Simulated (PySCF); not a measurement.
H₄NbO₄, SMILES [OH][Nb]([OH])([OH])[OH] (connectivity only; charge and spin as stated), neutral, multiplicity 2. Geometry: B3LYP-D3(BJ)/def2-SVP. The spin state was assumed, not searched. The def2 effective core potentials stand for the cores of Nb; spin–orbit coupling is left out. The values are those of a single conformer.

Calculation: B3LYP-D3(BJ)/def2-SVP (PySCF 2.14.0).

Harmonic wavenumbers (cm⁻¹): 138, 160, 177, 185, 233, 285, 285, 329, 338, 495, 514, 517, 561, 696, 698, 703, 729, 3873, 3873, 3874, 3879. Rotational constants (GHz): 3.287, 3.287, 2.313; symmetry number 4.

Task: Work out the zero-point energy and the ideal-gas rigid-rotor harmonic-oscillator thermochemistry at 298.15 K and 1 atm.

Result: ZPE = ½ Σ hcν = ½ × 22545 cm⁻¹ = 134.85 kJ/mol. H − E(el) = 160.25 kJ/mol. Entropy in J/(mol K): translation 172.11, rotation 101.26, vibration 87.81, spin 5.76, total 366.94. G − E(el) = 50.85 kJ/mol. Cp = 133.76 J/(mol K). Modes under 150 cm⁻¹ make the vibrational entropy uncertain.
